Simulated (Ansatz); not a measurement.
Relaxation of AlClFH4OP (9 atoms, charge 0, multiplicity 1), to a largest force component of 0.03 eV/Å in at most 50 steps.

Theory: Ansatz, RKS BLYP/def2-SVP.

```xyz
9
Properties=species:S:1:pos:R:3:forces:R:3
Al -0.112 0.598 -0.420 0.09 -0.63 0.13
F -0.389 -0.033 2.375 0.02 -0.42 -0.27
O 1.497 0.045 -0.624 0.00 -0.04 -0.06
H 1.743 -0.801 -1.036 -0.01 0.04 0.03
Cl -1.777 -0.409 -1.276 -0.02 0.00 -0.02
P -0.300 2.727 0.429 -0.11 0.60 0.22
H -1.546 2.487 1.114 0.00 0.03 -0.03
H 0.506 2.492 1.603 0.04 0.00 -0.04
H -0.407 0.902 2.310 0.00 0.42 0.03
```

**Question.** Where does it end, and by what steps?

**Answer.** The run converged. After 6 steps the energy has fallen by 0.302 eV; F2 moved furthest, 0.57 Å. Joined: Al1–F2 (2.88 → 2.07 Å).

```tsv
step	energy less start (eV)	largest force component (eV/Å)	accepted
0	0.0000	0.631	yes
1	-0.0985	1.070	yes
2	-0.2070	0.898	yes
3	-0.2813	0.459	yes
4	-0.2615	0.445	no
5	-0.3012	0.126	yes
6	-0.3025	0.026	yes
```

```xyz
9
Properties=species:S:1:pos:R:3
Al -0.127 0.474 -0.171
F -0.356 -0.082 1.808
O 1.491 0.003 -0.509
H 1.739 -0.807 -0.985
Cl -1.793 -0.480 -1.109
P -0.311 2.770 0.478
H -1.561 2.637 1.189
H 0.491 2.648 1.680
H -0.358 0.846 2.093
```

Whether the end is a true minimum wasn't checked by a vibrational analysis.

Time of the run: 17 s on 2 threads of Arm Neoverse V2, with other jobs on the host, peak memory 0.18 GiB.
